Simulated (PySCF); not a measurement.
Stepwise substitution at one centre (Ga Cl-Br). Gas-phase values, no solvent. Strings in code marks are SMILES.

The HOMO–LUMO gap from two functionals at the same geometries (PBE0-D3(BJ)/def2-TZVP), both in PySCF: PBE-D3(BJ)/def2-TZVP and PBE0-D3(BJ)/def2-TZVP. 

```json
[
 {"species": "0 of 3 Cl replaced by Br (`[Cl][Ga]([Cl])[Cl]`)", "PBE0-D3(BJ)/def2-TZVP (eV)": "7.51"},
 {"species": "1 of 3 Cl replaced by Br (`[Cl][Ga]([Cl])[Br]`)", "PBE0-D3(BJ)/def2-TZVP (eV)": "6.97"},
 {"species": "2 of 3 Cl replaced by Br", "PBE0-D3(BJ)/def2-TZVP (eV)": "6.70"},
 {"species": "3 of 3 Cl replaced by Br (`[Br][Ga]([Br])[Br]`)", "PBE0-D3(BJ)/def2-TZVP (eV)": "6.48"}
]
```

**Question.** What does PBE-D3(BJ)/def2-TZVP give for each?

**Answer.** 
- 0 of 3 Cl replaced by Br (`[Cl][Ga]([Cl])[Cl]`): 5.12
- 1 of 3 Cl replaced by Br (`[Cl][Ga]([Cl])[Br]`): 4.72
- 2 of 3 Cl replaced by Br: 4.50
- 3 of 3 Cl replaced by Br (`[Br][Ga]([Br])[Br]`): 4.31
Over these rows, drawn at random from the members with no instability flagged (it was tested for open shells, ions and some series alone), PBE minus PBE0-D3(BJ): mean -2.25 eV, from -2.39 eV to -2.17 eV.
